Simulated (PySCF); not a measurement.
Computed with PySCF with PBE-D3(BJ)/def2-TZVP // PBE0-D3(BJ)/def2-TZVP. Isolated molecules, 0 K electronic values unless said otherwise. 

Reference species (SMILES): `[I][AlH][I]` (neutral, multiplicity 1).

```json
{
 "HOMO–LUMO gap": "4.07 eV",
 "dipole_moment": "0.44 D",
 "LUMO": "-2.61 eV"
}
```

After one change: the HOMO–LUMO gap rises by 0.70 eV; the dipole moment falls by 0.44 D; the LUMO rises by 0.08 eV.

Task: What was changed between the two runs? The new species is one of these.
A) `[AlH2][I]`
B) `[AlH3]`
C) `[I][Al]([I])[I]`

Result: B, `[AlH3]`
